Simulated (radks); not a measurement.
Species: Pt51+. Configuration: [Ar] 3d9. Method: Dirac Kohn-Sham, PBE, spin-unpolarised, spherical densities, finite nucleus; open shells fill j = l - 1/2 first; Fermi nuclear charge, rms radius 5.427 fm; computed with a radial shooting solver on a logarithmic mesh with Libxc functionals.

Spin-orbit splittings of the eigenvalues, e(l+1/2) - e(l-1/2), with zeta = 2 splitting/(2l+1) and mean radii in bohr:

shell	occ.	splitting (eV)	zeta (eV)	<r> j=l-1/2	<r> j=l+1/2
2p	6	1740	1160	0.05888	0.06724
3p	6	406.2	270.8	0.1718	0.1858
3d	9	89.67	35.87	0.1610	0.1653
